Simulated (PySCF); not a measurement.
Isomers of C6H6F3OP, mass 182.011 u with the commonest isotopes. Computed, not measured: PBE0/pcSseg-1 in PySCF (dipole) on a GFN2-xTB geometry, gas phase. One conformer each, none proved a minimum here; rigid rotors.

Question: Order these by dipole moment, smallest first.
A. `[O:1]=[P@:2]1([C:3]([F:4])=[C:5]([F:6])[F:7])[CH:8]=[CH:9][CH2:10][CH2:11]1` with O1–P2–C3–F4 111°, O1–P2–C8–C9 -140°, C8–C9–C10–C11 17°, C9–C10–C11–P2 -23°, O1–P2–C11–C10 149°
B. `[CH3:1][P:2]([c:3]1[cH:4][cH:5][cH:6][o:7]1)[C:8]([F:9])([F:10])[F:11]` with C1–P2–C3–C4 164°
C. `[O:1]=[P@H:2]1[CH:3]=[CH:4][C@H:5]([C:6]([F:7])([F:8])[F:9])[CH:10]=[CH:11]1` with O1–P2–C3–C4 142°, C3–C4–C5–C6 87°, C4–C5–C10–C11 34°, O1–P2–C11–C10 -142°

Answer: B (2.27 D), C (3.74 D), A (4.67 D).

Question: Order these by rotational constant C, largest first.
A. `[O:1]=[P@H:2]1[CH:3]=[CH:4][C@H:5]([C:6]([F:7])([F:8])[F:9])[CH:10]=[CH:11]1` with O1–P2–C3–C4 142°, C3–C4–C5–C6 87°, C4–C5–C10–C11 34°, O1–P2–C11–C10 -142°
B. `[O:1]=[P@:2]1([C:3]([F:4])=[C:5]([F:6])[F:7])[CH:8]=[CH:9][CH2:10][CH2:11]1` with O1–P2–C3–F4 111°, O1–P2–C8–C9 -140°, C8–C9–C10–C11 17°, C9–C10–C11–P2 -23°, O1–P2–C11–C10 149°
C. `[CH3:1][P:2]([c:3]1[cH:4][cH:5][cH:6][o:7]1)[C:8]([F:9])([F:10])[F:11]` with C1–P2–C3–C4 164°

Answer: B (673.5 MHz), A (626.8 MHz), C (609.1 MHz).

Question: Order these by rotational constant A, largest first.
A. `[O:1]=[P@H:2]1[CH:3]=[CH:4][C@H:5]([C:6]([F:7])([F:8])[F:9])[CH:10]=[CH:11]1` with O1–P2–C3–C4 142°, C3–C4–C5–C6 87°, C4–C5–C10–C11 34°, O1–P2–C11–C10 -142°
B. `[O:1]=[P@:2]1([C:3]([F:4])=[C:5]([F:6])[F:7])[CH:8]=[CH:9][CH2:10][CH2:11]1` with O1–P2–C3–F4 111°, O1–P2–C8–C9 -140°, C8–C9–C10–C11 17°, C9–C10–C11–P2 -23°, O1–P2–C11–C10 149°
C. `[CH3:1][P:2]([c:3]1[cH:4][cH:5][cH:6][o:7]1)[C:8]([F:9])([F:10])[F:11]` with C1–P2–C3–C4 164°

Answer: A (2062 MHz), C (1767 MHz), B (1527 MHz).

| SMILES | point group | Ia (u·Å²) | Ib (u·Å²) | Ic (u·Å²) | κ | μa (D) | μb (D) | μc (D) |
| --- | --- | --- | --- | --- | --- | --- | --- | --- |
| O=[P@H]1C=C[C@H](C(F)(F)F)C=C1 | Cs | 245.12 | 753.07 | 806.27 | -0.94 | 3.20 | 0.00 | 1.95 |
| O=[P@]1(C(F)=C(F)F)C=CCC1 | C1 | 331.06 | 700.31 | 750.39 | -0.89 | 2.59 | 2.05 | 3.30 |
| CP(c1ccco1)C(F)(F)F | C1 | 286.02 | 704.77 | 829.75 | -0.81 | 2.02 | 1.03 | 0.21 |
